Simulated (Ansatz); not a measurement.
`COB(N)F` + H₂O → `COB(N)O` + H–F  (formal hydrolysis of a B–F bond)

Isolated molecules relaxed with PBE0-D4/def2-TZVP in Ansatz; ΔE leaves out vibrations. CCSD(T)/CBS is the MP2 limit (def2-TZVPP, def2-QZVPP) plus CCSD(T) − MP2 in def2-TZVPP, frozen cores. This one scheme is used for every species. DFT in def2-TZVPP. Each species was taken in one conformer, which may not be the lowest.

| level | ΔE (eV) |
| --- | --- |
| PBE-D4 | 0.25 |
| MP2/def2-TZVPP | 0.23 |

Task: What does CCSD(T)/CBS give? (Best estimate.)

Result: Computed: +0.25 eV. The listed levels differ from it by 0.00, -0.02 eV.

Largest T1 diagnostic among the species: 0.011.

The D4 term adds −0.04 eV with B3LYP and −0.02 eV with PBE0; it sums over pairs of atoms, weighted by their polarisabilities, and B3LYP, whose exchange is more repulsive, gets the larger term. In def2-TZVPP, CCSD(T) changes the Hartree–Fock value by −0.12 eV (the triples alone add −0.02 eV) and MP2 by −0.14 eV.

B3LYP here is the variant with VWN-RPA as its local correlation; programs differ in this.
